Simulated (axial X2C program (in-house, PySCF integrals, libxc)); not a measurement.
# NiB at several levels of theory

Calculated with an axial X2C code built on PySCF integrals. Spin-free means the one-electron spin-free X2C Hamiltonian; two-component (2c) means X2C with spin–orbit coupling and atomic mean-field two-electron Coulomb and Gaunt terms, so the difference of the two also holds small scalar two-electron terms. Basis: Ni dyall-cv3z [9s9p6d3f2g], B dyall-v3z [7s6p2d1f] (cores contracted in-house); Gaussian nuclei, density fitting, unrestricted open shells. Masses: Ni 57.935 u, B 11.009 u.

State, spin-free: M_S = 1/2, Λ = 2 (beyond evenly filled blocks: δ+α, δ+β, δ-α); electrons by block: σα: 9, σβ: 9, π+α: 3, π+β: 3, π-α: 3, π-β: 3, δ+α: 1, δ+β: 1, δ-α: 1. Fragments: Ni + B.

State, 2c: Ω = 5/2 (⟨Sz⟩ = 0.50, ⟨Lz⟩ = 2.00 at PBE0); electrons by block: 1/2: 12, -1/2: 12, 3/2: 4, -3/2: 4, 5/2: 1. Fragments: Ni + B.

```tsv
Hamiltonian	level	Re (Å)	ωe (cm⁻¹)	ωexe (cm⁻¹)	Be (cm⁻¹)	αe (cm⁻¹)	De (eV)	D0 (eV)	k (mdyn/Å)	μ (D)
spin-free	PBE0	1.884	580.6	3.73	0.5133	0.00491	2.35	2.32	1.84	-1.75
spin-free	HF	2.085	416.2	2.31	0.4191	0.00407	-1.37	-1.39	0.944	-3.47
spin-free	MP2	1.776	670.7	5.4	0.5777	0.0069	2.70	2.66	2.45	n/a
spin-free	BLYP	1.880	593.8	3.89	0.5156	0.00494	2.86	2.83	1.92	-1.23
2c	PBE0	1.884	580.3	3.73	0.5132	0.00491	n/a	n/a	1.84	-1.75
2c	HF	2.085	416.0	2.31	0.4191	0.00406	-1.41	-1.43	0.943	-3.47
2c	MP2	1.776	671.8	5.63	0.5777	0.00697	n/a	n/a	2.46	n/a
2c	BLYP	1.880	593.5	3.89	0.5155	0.00494	n/a	n/a	1.92	-1.23
```

Correlated methods: 13 electrons correlated (number of frozen shells: Ni 3 s, 2 p; B 1 s), 227 virtual spin orbitals or spinors in MP2.

Dipoles are positive if B is the positive end.

Occupations by symmetry block were frozen at the best pattern of an incomplete PBE0 search. De is counted from the lowest determinant-based energies of the atoms at the same level, without counterpoise correction. De is not given where an atomic determinant may have missed its ground term or J level, or where the truncated virtual space spoils (T). Density functionals use the spin component along the axis (collinear). Without a current term, density functionals place determinants with orbital angular momentum somewhat too high. At some level and bond length an empty orbital lies below a filled one.

Rough cost a point (2c) on 1 thread(s) of a shared host, integrals apart: PBE0 0.7 s, HF 0.5 s, BLYP 0.5 s.

The whole task took 2.5 min on 1 thread of Intel(R) Xeon(R) Platinum 8375C CPU @ 2.90GHz (Ice Lake), on a shared host.
